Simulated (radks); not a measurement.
Q: Tm, 69 electrons, occupied as [Xe] 4f13 6s2. Method: Dirac Kohn-Sham, PBE, spin-unpolarised, spherical densities, point nucleus; open shells are shared between the two j in proportion to 2j + 1; computed with a radial shooting solver on a logarithmic mesh with Libxc functionals.

Spin-orbit splittings of the eigenvalues, e(l+1/2) - e(l-1/2), with zeta = 2 splitting/(2l+1) and mean radii in bohr:

shell  occ.  splitting (eV)  zeta (eV)  <r> j=l-1/2  <r> j=l+1/2
2p        6           980.3      653.5      0.07008      0.07747
3p        6           207.0      138.0       0.2103       0.2241
3d       10               ?          ?       0.1973       0.2016
4p        6           46.72      31.14       0.5062       0.5381
4d       10           8.497      3.399       0.5651       0.5765
4f       13           1.196     0.3416       0.7984       0.8236
5p        6           5.704      3.803        1.394        1.511

Estimate the 3d splitting.

A: 45.23 eV (zeta = 18.09 eV).
